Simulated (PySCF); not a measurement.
# What a mistake does to a calculation on BCClGeH5 cation

These are calculations, not measurements. The program is PySCF 2.14.0, an open-source quantum chemistry code, run on an isolated molecule that a program drew, which may never have been made. The molecule is BCClGeH5 cation (charge +1, singlet), drawn as the SMILES string `Cl[B+][CH2][GeH3]`.

Each row is a Hartree-Fock (HF) and frozen-core CCSD(T) single point in the cc-pV(D+d)Z basis, meant for a local HF minimum. Run 1 is clean. Each other run has one planted mistake out of seven kinds, and not every kind appears here: one electron removed, one electron added, multiplicity raised by two, geometry at a saddle point, minimal basis STO-3G, one bond length entered in bohr, all coordinates scaled. The reference is restricted for singlets and unrestricted otherwise, and also for a bond in bohr. Adding or removing an electron swaps singlet and doublet. Electrons count all cores. HOMO and LUMO are orbital energies over both spins, the gradient is its largest component, and the lowest frequency (negative if imaginary) is given only where the gradient is small. Bond lengths are over the 8 bonds as drawn. T1 is the CCSD diagnostic: over 0.02 (restricted) or 0.045 (unrestricted) a single reference is doubtful. Germanium has the cc-pVDZ-PP basis, with a core potential (ECP10MDF) in place of its 10 inner electrons, and its 3s, 3p and 3d shells are frozen in CCSD(T).

Geometry of the clean run:
```xyz
9
BCClGeH5 cation, angstrom
Cl   -2.7512    0.8961    0.2426
B    -1.1691    0.6234   -0.0418
C     0.2395    0.3643   -0.3517
Ge    0.5554   -0.2274   -2.3139
H     0.6199   -0.4408    0.2871
H     0.8299    1.2742   -0.1961
H     0.0675    0.9268   -3.1727
H     2.0535   -0.4446   -2.3553
H    -0.2638   -1.4935   -2.4980
```

```
run  electrons  basis functions  <S^2>  HOMO (eV)  LUMO (eV)  gradient (hartree/bohr)  lowest frequency (cm^-1)  mean bond (Å)  longest bond (Å)      T1  HF (hartree)  CCSD(T) (hartree)                          mistake
  1         64               99  0.000     -17.18      -3.41                  3.4e-05                        79         1.4892             2.074  0.0140    -818.10699         -818.61494                         no fault
  2         64               99  0.944     -16.69      -5.52                  8.7e-03                         -         1.6706             3.081  0.0239    -817.94087         -818.40981  one bond length entered in bohr
  3         63               99  0.762     -22.98     -14.26                  9.7e-02                         -         1.4892             2.074  0.0228    -817.53210         -818.01357                                ?
  4         64               99  2.017     -11.46      -8.19                  6.7e-02                         -         1.4892             2.074  0.0250    -817.91290         -818.39852                                ?
```

**Which mistake was planted in run 3, and what did it cost?**

It counts 63 electrons, one fewer than the clean run, at the same geometry and basis. So the mistake is: one electron removed. Subtracting run 1 and multiplying by 627.51 kcal/mol a hartree, the energy moved by 360.7 kcal/mol in HF and 377.4 kcal/mol in CCSD(T).

**Which mistake was planted in run 4, and what did it cost?**

Electrons, basis and geometry are unchanged, and <S^2> is 2.017, beside S(S+1) = 2.00 for a multiplicity of 3. So the mistake is: multiplicity raised by two. Subtracting run 1 and multiplying by 627.51 kcal/mol a hartree, the energy moved by 121.8 kcal/mol in HF and 135.8 kcal/mol in CCSD(T).

